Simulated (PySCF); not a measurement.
A structure optimised at PBE-D3(BJ)/def2-SVP, used in a PySCF frequency run:

```xyz
11

Sn     0.2280     0.0320     0.4812
N      1.8980     0.2765    -0.7046
O     -1.3657    -0.7061    -0.5333
C     -1.9399     0.0692    -1.5577
H      0.5424    -1.2099     1.6255
H     -0.1768     1.6019     1.0897
H      1.7768     1.0322    -1.3923
H      2.1126    -0.5768    -1.2384
H     -2.8063    -0.4857    -1.9827
H     -2.3295     1.0594    -1.2083
H     -1.2410     0.2768    -2.4076
```

Q: Write its SMILES and formula.

A: C[O][SnH2][NH2], CH₇NOSn

Q: What are its rotational constants (standard atomic weights)?

A: 6.8040, 2.5974, 2.0774 GHz
